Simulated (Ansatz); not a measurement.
Mulliken charges of `OB[NH][GaH2]` from ωB97M-V/def2-TZVPP in Ansatz (PBE0-D4/def2-TZVP geometry).

| atom | x (Å) | y (Å) | z (Å) | charge (e) |
| --- | --- | --- | --- | --- |
| O1 | -0.747 | 0.928 | -0.306 | -0.328 |
| B2 | 0.342 | 0.929 | 0.607 | 0.159 |
| N3 | 0.878 | -0.339 | 0.618 | -0.312 |
| Ga4 | -0.272 | -1.207 | -0.644 | 0.267 |
| H5 | -1.253 | 1.724 | -0.456 | 0.173 |
| H6 | 0.643 | 1.922 | 1.201 | 0.048 |
| H7 | 1.659 | -0.636 | 1.171 | 0.095 |
| H8 | -1.486 | -2.014 | -0.068 | -0.051 |
| H9 | 0.236 | -1.306 | -2.123 | -0.051 |

Problem. By hand: the dipole of these point charges (1 e Å = 4.8032 D).

Solution. Σ q r = (-0.012, 0.126, 0.034) e Å, of length 0.131 e Å = 0.63 D.

Problem. How does the dipole of the full density compare? (An estimate is asked.)

Solution. Ansatz gave: (-0.038, 0.293, 0.069) e Å, 1.46 D; the point charges give 0.43 times that, at 3° from its direction.

Point charges leave out the atoms' own dipoles, such as those of lone pairs, and Mulliken's split depends on the basis, so the two needn't agree.
